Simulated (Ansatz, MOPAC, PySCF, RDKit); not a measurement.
Dimer: N2 (SMILES N#N) (first 2 atoms) with CH2O (SMILES C=O); geometry from B3LYP-D3(BJ)/def2-TZVP, rigid monomers moved along the line of their centres of mass till N2···C3 is 3.66 Å.
(charge 0, multiplicity 1):
```xyz
6

N     -0.3431     0.1055    -0.8559
N      0.2646    -0.0814     0.0303
C      0.5711    -0.2583     3.6767
O     -0.4746     0.0105     4.1981
H      0.8399    -1.2950     3.3967
H      1.3282     0.5149     3.4433
```

```csv
level,interaction energy (kJ/mol),"minus CCSD(T)/CBS(aug-cc-pVDZ, aug-cc-pVTZ)",cost
MMFF94,-1.0,1.5,-
PM6,-3.0,-0.5,-
PM7,-3.8,-1.3,-
HF/aug-cc-pVDZ,-0.8,1.7,-
HF/aug-cc-pVTZ,-0.8,1.7,-
BP86/6-31G* (no counterpoise),-0.4,2.1,-
r2SCAN-D3(BJ)/def2-TZVPPD,-2.4,0.1,×1
B3LYP/3-21G (no counterpoise),-2.2,0.3,-
B3LYP/6-31G*,-0.7,1.8,-
B3LYP/6-311+G** (no counterpoise),-1.1,1.4,-
B3LYP-D3(BJ)/def2-TZVPPD,-2.5,0.0,×1
B3LYP-D4/def2-TZVPPD,-2.1,0.4,×1
PBE0/def2-TZVPPD,-1.6,0.9,×1
PBE0-D3(BJ)/def2-TZVPPD,-2.9,-0.4,×1
M06-2X/6-31G* (no counterpoise),-2.8,-0.3,-
MP2/6-31G*,-2.1,0.4,-
MP2/aug-cc-pVDZ,-2.6,-0.1,-
CCSD/aug-cc-pVDZ,-2.1,0.4,-
CCSD(T)/aug-cc-pVDZ,-2.3,0.2,×6
"CCSD(T)/CBS(aug-cc-pVDZ, aug-cc-pVTZ)",-2.5,0.0,×80*
```

 The comparison column counts from a level with limits of its own.

The rows run from -3.8 (PM7) to -0.4 kJ/mol (BP86/6-31G* (no counterpoise)). In aug-cc-pVDZ the value moves HF -0.8, MP2 -2.6, CCSD -2.1, CCSD(T) -2.3, a shift of -1.5 from HF to CCSD(T). The dispersion term adds -1.3 in PBE0-D3(BJ).

Counterpoise-corrected where a basis set is named; no monomer relaxation. Rows marked so take none.

Frozen-core correlation. CBS(a, b) extrapolates the correlation energy as X⁻³ and adds the Hartree–Fock energy of set b. Rows in 3-21G, 6-311+G**, 6-31G* carry no dispersion term and start afresh at each structure (6-31G* with six Cartesian d functions). MP2/6-31G* freezes PySCF's default core. The state that PM6, PM7 reach isn't checked; PM7 holds dispersion and hydrogen-bond terms.

Programs: Ansatz (a first-principles code) with Gaussian orbitals; MOPAC for PM6, PM7 (differences of heats of formation); PySCF for 3-21G rows, 6-311+G** rows, 6-31G* rows, the dispersion terms; RDKit for the force fields. Each number belongs to the level named beside it.

Costs are rough ratios of core time to PBE/def2-TZVPPD (about 4 s over the structures, on one shared machine); a dash marks a level with no comparable run of its own. A star marks coupled-cluster runs past 200 virtual orbitals, where the program's memory plan changes under this machine's limit, so their costs aren't comparable with smaller runs.
